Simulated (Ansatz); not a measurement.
Gas-phase electronic energies from Ansatz, PBE0-D4/def2-TZVP geometries. CCSD(T)/CBS is the MP2 limit (def2-TZVPP, def2-QZVPP) plus CCSD(T) − MP2 in def2-TZVPP, frozen cores. This one scheme is used for every species. Functionals use def2-TZVPP. B3LYP here is the variant with VWN-RPA as its local correlation; programs differ in this. For Se outer-core shells are correlated without core-valence functions, which leaves a few kJ/mol of doubt a bond. Scalar relativity is left out up to krypton. One conformer a species, not always the lowest.

Reaction (ligand exchange at the Si–O bond): `CO[SiH2][SeH]` + `N[SiH3]` → `[SiH3]N[SiH2][SeH]` + CH₃OH

(1) Is it downhill or uphill in electronic energy at CCSD(T)/CBS, and by how much? (An estimate is asked.)

(2) What do these levels give: PBE-D4, PBE0-D4, B3LYP-D4, PBE, r2SCAN, PBE0, HF/def2-TZVPP, SCS-MP2/def2-TZVPP, CCSD/def2-TZVPP, MP2/def2-QZVPP, SCS-MP2/def2-QZVPP, CCSD/CBS(def2)? (An estimate is asked.)

Largest T1 diagnostic among the species: 0.010.

Answers

(1) Ansatz gave: Uphill: ΔE = +0.26 eV.

(2) The calculation gave: PBE-D4 0.23, PBE0-D4 0.23, B3LYP-D4 0.28, PBE 0.28, r2SCAN 0.30, PBE0 0.27, HF/def2-TZVPP 0.37, SCS-MP2/def2-TZVPP 0.29, CCSD/def2-TZVPP 0.28, MP2/def2-QZVPP 0.27, SCS-MP2/def2-QZVPP 0.29, CCSD/CBS(def2) 0.27 eV.

The D4 term adds −0.07 eV with B3LYP and −0.04 eV with PBE0; it sums over pairs of atoms, weighted by their polarisabilities, and B3LYP, whose exchange is more repulsive, gets the larger term. In def2-TZVPP, CCSD(T) changes the Hartree–Fock value by −0.10 eV (the triples alone add −0.01 eV) and MP2 by −0.10 eV.
